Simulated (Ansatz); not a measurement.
Geometry optimisation, UKS PBE-D4/STO-3G (Ansatz 0.2.0).

Input file:

```yaml
crystal:
  periodic: [false, false, false]
  atoms:
    - { symbol: Cl, position_ang: [-3.3364, -0.9423, 2.7725] }
    - { symbol: Al, position_ang: [-1.75, 0.5156, 2.3157] }
    - { symbol: Al, position_ang: [-0.2874, 0.1168, 0.3551] }
    - { symbol: Si, position_ang: [0.5191, -1.1367, -1.5275] }
    - { symbol: Si, position_ang: [1.5749, 0.6791, -1.0634] }
    - { symbol: H, position_ang: [-1.5209, 1.814, 3.2437] }
    - { symbol: H, position_ang: [1.1269, -2.4135, -1.1674] }
    - { symbol: H, position_ang: [-0.4414, -1.0378, -2.6698] }
    - { symbol: H, position_ang: [1.31, 1.8651, -1.8645] }
    - { symbol: H, position_ang: [2.8883, 0.4886, -0.3914] }
magnetization:
  spin_polarized: true
basis:
  gaussian: { orbitals: STO-3G }
hamiltonian:
  xc: pbe
  dispersion: d4
relax:
  f_tol: 0.02
  max_steps: 50
```

Run as:

```bash
$ ansatz run input.yaml --threads 1 --pin off --max-ram 2048MiB --backend cpu --events-out ev --progress --plain --runs-dir out
```

Task: Where does it end, and by what steps?

Result: The forces met the threshold. The force dipped under the threshold on the way, but the program's further checks kept it going. Limits of this set-up: minimal basis. After 21 steps the energy has fallen by 1.289 eV; Cl1 moved furthest, 1.98 Å.

```json
{"step": "0", "energy less start (eV)": "0.0000", "largest force component (eV/Å)": "3.187", "accepted": "yes"}
{"step": "1", "energy less start (eV)": "-1.0620", "largest force component (eV/Å)": "0.590", "accepted": "yes"}
{"step": "2", "energy less start (eV)": "-1.1429", "largest force component (eV/Å)": "0.201", "accepted": "yes"}
{"step": "3", "energy less start (eV)": "-1.1453", "largest force component (eV/Å)": "0.029", "accepted": "yes"}
{"step": "4", "energy less start (eV)": "-1.1455", "largest force component (eV/Å)": "0.012", "accepted": "yes"}
{"step": "5", "energy less start (eV)": "-1.1459", "largest force component (eV/Å)": "0.036", "accepted": "yes"}
{"step": "6", "energy less start (eV)": "-1.1487", "largest force component (eV/Å)": "0.014", "accepted": "yes"}
{"step": "7", "energy less start (eV)": "-1.1497", "largest force component (eV/Å)": "0.034", "accepted": "yes"}
{"step": "8", "energy less start (eV)": "-1.1521", "largest force component (eV/Å)": "0.250", "accepted": "yes"}
{"step": "9", "energy less start (eV)": "-1.1596", "largest force component (eV/Å)": "0.206", "accepted": "yes"}
{"step": "10", "energy less start (eV)": "-1.1779", "largest force component (eV/Å)": "0.159", "accepted": "yes"}
{"step": "11", "energy less start (eV)": "-1.1962", "largest force component (eV/Å)": "0.281", "accepted": "yes"}
{"step": "12", "energy less start (eV)": "-1.2099", "largest force component (eV/Å)": "0.380", "accepted": "yes"}
{"step": "13", "energy less start (eV)": "-1.2411", "largest force component (eV/Å)": "0.117", "accepted": "yes"}
{"step": "14", "energy less start (eV)": "-1.2597", "largest force component (eV/Å)": "0.065", "accepted": "yes"}
{"step": "15", "energy less start (eV)": "-1.2707", "largest force component (eV/Å)": "0.205", "accepted": "yes"}
{"step": "16", "energy less start (eV)": "-1.2731", "largest force component (eV/Å)": "0.383", "accepted": "yes"}
{"step": "17", "energy less start (eV)": "-1.2762", "largest force component (eV/Å)": "0.222", "accepted": "yes"}
{"step": "18", "energy less start (eV)": "-1.2793", "largest force component (eV/Å)": "0.160", "accepted": "yes"}
{"step": "19", "energy less start (eV)": "-1.2843", "largest force component (eV/Å)": "0.079", "accepted": "yes"}
{"step": "20", "energy less start (eV)": "-1.2878", "largest force component (eV/Å)": "0.042", "accepted": "yes"}
{"step": "21", "energy less start (eV)": "-1.2889", "largest force component (eV/Å)": "0.010", "accepted": "yes"}
```

```xyz
10
Properties=species:S:1:pos:R:3
Cl -1.671 -0.690 3.818
Al -1.829 0.536 2.108
Al -0.331 0.109 0.362
Si 0.189 -0.954 -1.595
Si 1.646 0.544 -0.702
H -2.931 1.573 2.238
H 0.619 -2.350 -1.639
H -0.429 -0.626 -2.877
H 1.881 1.773 -1.455
H 2.938 0.033 -0.254
```

Time of the run: 97 s on 1 thread of Arm Neoverse V1 (shared host), peak memory 0.16 GiB.
